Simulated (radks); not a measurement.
Problem. Calculated with a radial shooting solver on a logarithmic mesh with Libxc functionals: Dirac Kohn-Sham, LDA (Slater exchange, Perdew-Wang correlation), spin-unpolarised, spherical densities, point nucleus; open shells fill j = l - 1/2 first. Each species is in its NIST ground configuration. Rank P+, As+, N+, Bi+, Sb+ by Delta-SCF ionisation energy (eV), largest first.

Solution. N+ 28.985, P+ 19.280, As+ 18.345, Bi+ 16.993, Sb+ 16.679.
